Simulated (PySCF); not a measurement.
## Zr (zirconium, neutral) across methods

[Kr] 4d2 5s2, high-spin 3F determinant. Calculation: PySCF 2.14, in aug-cc-pwCVTZ-DK with one added diffuse shell each of s, p, d, f, g type (12s11p9d5f4g, 161 functions); the spin-free X2C one-electron Hamiltonian (Gaussian nucleus).

```json
{"method": "r2SCAN", "E (hartree)": "-3598.14", "mean ε 4d α (eV)": "-4.818", "mean ε 5s α (eV)": "-4.736", "mean ε 5s β (eV)": "-4.075", "Σ⟨r²⟩ (bohr²)": "66.45", "⟨S²⟩": "2.017"}
{"method": "PBE", "E (hartree)": "-3597.77", "mean ε 4d α (eV)": "-4.347", "mean ε 5s α (eV)": "-4.626", "mean ε 5s β (eV)": "-4.026", "Σ⟨r²⟩ (bohr²)": "65.85", "⟨S²⟩": "2.004"}
{"method": "LDA", "E (hartree)": "-3593.70", "mean ε 4d α (eV)": "-4.271", "mean ε 5s α (eV)": "-4.804", "mean ε 5s β (eV)": "-4.219", "Σ⟨r²⟩ (bohr²)": "65.29", "⟨S²⟩": "2.003"}
{"method": "UHF", "E (hartree)": "-3596.09253", "mean ε 4d α (eV)": "-8.858", "mean ε 5s α (eV)": "-6.294", "mean ε 5s β (eV)": "-5.358", "Σ⟨r²⟩ (bohr²)": "69.05", "⟨S²⟩": "2.017"}
```

Question: Estimate the same row for PBE0.

Answer: E (hartree) = -3597.84; mean ε 4d α (eV) = -5.551; mean ε 5s α (eV) = -5.190; mean ε 5s β (eV) = -4.572; Σ⟨r²⟩ (bohr²) = 65.90; ⟨S²⟩ = 2.005.
